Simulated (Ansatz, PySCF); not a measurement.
H$_{2}$Ge, charge +1, doublet, at a GFN2-xTB geometry (a state made from the parent by changing its charge; the spin is typed, not shown lowest). Base run: HF/6-31G* (PySCF).

The PySCF input:
```python
from pyscf import gto, scf

mol = gto.Mole()
mol.atom = '''
    Ge    0.001547    0.000392    0.052293
    H    -0.071557   -1.398709   -0.824847
    H     0.022055    1.386151   -0.848517
'''
mol.basis = '6-31g*'
mol.charge = 1
mol.spin = 1
mol.verbose = 4
mol.build()

mf = scf.UHF(mol)
mf.kernel()
```

The same geometry, method and basis name were run in Ansatz (a program for electronic structure) and PySCF, at each program's defaults and at the settings that a row names. The base is PySCF at its defaults. Differences at the defaults can come from grids, fitting, cores and function types together.

```
code and settings                                                          ΔE vs base (µEh)  basis functions       E (Eh)  SCF cycles
-------------------------------------------------------------------------  ----------------  ---------------  -----------  ----------
PySCF, defaults (exact integrals, spherical functions)                                  0.0               36  -2075.88455           9
Ansatz, defaults (factorised integrals, Cartesian functions)                          -1992               39  -2075.88654           -
PySCF, density fitting with def2-universal-jkfit                                       83.3               36  -2075.88446           9
Ansatz, high accuracy, Cartesian functions as the basis file defines them             -1994               39  -2075.88654           -
```

Open shells are given as the SCF converged; they aren't shown to be the lowest states, and a large step between rows can be another state.
